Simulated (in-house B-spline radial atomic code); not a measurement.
Values are calculated unless marked as measured or tabulated.
**Weak and strong correlation along the adiabatic connection**

Two-electron singlets in several external potentials (atomic units), by full CI in B-splines with partial waves to l = 8 (correlation energies up to 0.6 % small). The repulsion is scaled by λ at fixed density; W(λ) is the mean repulsion less the Hartree energy, W(0) = E_x, and the area under W from 0 to 1 is E_xc.

Relative drop (W(λ) − E_x)/E_x:

```tsv
system	λ = 0.12	λ = 0.25	λ = 0.4	λ = 0.6	λ = 0.8	λ = 1
−V exp(−r²/w²), V = 4.32, w = 2.79	0.0163	0.0325	0.0496	0.0700	0.0881	0.1042
−V exp(−r²/w²), V = 1.02, w = 3.43	0.0284	0.0550	0.0812	0.1103	0.1342	0.1541
ω²r²/2 − Z/r, ω = 0.365, Z = 3	0.0067	0.0137	0.0214	0.0313	0.0408	0.0497
ω²r²/2 − Z/r, ω = 0.337, Z = 0.5	0.0215	0.0424	0.0636	0.0882	0.1091	0.1273
−Z/r, Z = 2, wall at 6 bohr	0.0110	0.0223	0.0345	0.0497	0.0638	0.0767
−Z exp(−kr)/r, Z = 8.73, k = 3.4	0.0025	0.0051	0.0081	0.0120	0.0159	0.0197
ω²r²/2 − Z/r, ω = 0.0163, Z = 1	0.0343	0.0656	0.0959	0.1287	0.1551	0.1768
```

Problem. Order the systems by how far second-order (GL2) theory, half the initial slope (estimated from the first points of each curve), overshoots the correlation energy, least first.
A. −V exp(−r²/w²), V = 1.02, w = 3.43
B. ω²r²/2 − Z/r, ω = 0.337, Z = 0.5
C. −V exp(−r²/w²), V = 4.32, w = 2.79
D. ω²r²/2 − Z/r, ω = 0.365, Z = 3
E. −Z/r, Z = 2, wall at 6 bohr
F. ω²r²/2 − Z/r, ω = 0.0163, Z = 1
G. −Z exp(−kr)/r, Z = 8.73, k = 3.4

Solution. G (GL2/E_c = 1.03), D (GL2/E_c = 1.09), E (GL2/E_c = 1.15), C (GL2/E_c = 1.23), B (GL2/E_c = 1.31), A (GL2/E_c = 1.41), F (GL2/E_c = 1.47).

Problem. What else changes along this order?

Solution. The ratio follows the bend of the curve. With it the leading natural occupation goes from 1.999 to 1.898 and −T_c/E_c from 0.97 to 0.68 between the first and the last.
